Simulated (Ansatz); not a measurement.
CH7SSbSi, SMILES `C[SiH2][SbH][SH]` from Hartree–Fock to CCSD(T)

```
atom   x (Å)   y (Å)   z (Å)
  C1  -1.415  -0.792  -0.632
 Si2   0.442  -0.659  -0.449
 Sb3   0.994   0.149   1.935
  S4   0.076   2.365   1.498
  H5  -1.686  -1.064  -1.655
  H6  -1.819  -1.550   0.042
  H7  -1.884   0.165  -0.393
  H8   0.997   0.331  -1.416
  H9   1.104  -1.972  -0.694
 H10   2.608   0.523   1.503
 H11   0.584   2.504   0.261
```

Total charge 0; spin multiplicity 1. Correlated methods include outer-core shells of Sb, which these sets cover unevenly. Sb takes the def2 core potential. The structure was optimised at the PBE0-D4/def2-TZVP level. It is one conformer, not always the lowest. Frozen core, restricted reference, the Gaussian-basis code of Ansatz.

```
     basis  HF (Eh)  MP2 corr.  CCSD corr.       (T)  CCSD(T) total
  def2-SVP        ?   -0.49738           ?  -0.01695              ?
def2-TZVPP        ?   -0.83839    -0.88433  -0.03334              ?
def2-QZVPP        ?   -1.11556           –         –              –
```

Fill in the withheld values. (Best estimate.)

Computed: def2-SVP HF (Eh): -967.44083; def2-SVP CCSD corr.: -0.56329; def2-SVP CCSD(T) total: -968.02107; def2-TZVPP HF (Eh): -967.73763; def2-TZVPP CCSD(T) total: -968.65530; def2-QZVPP HF (Eh): -967.76190.
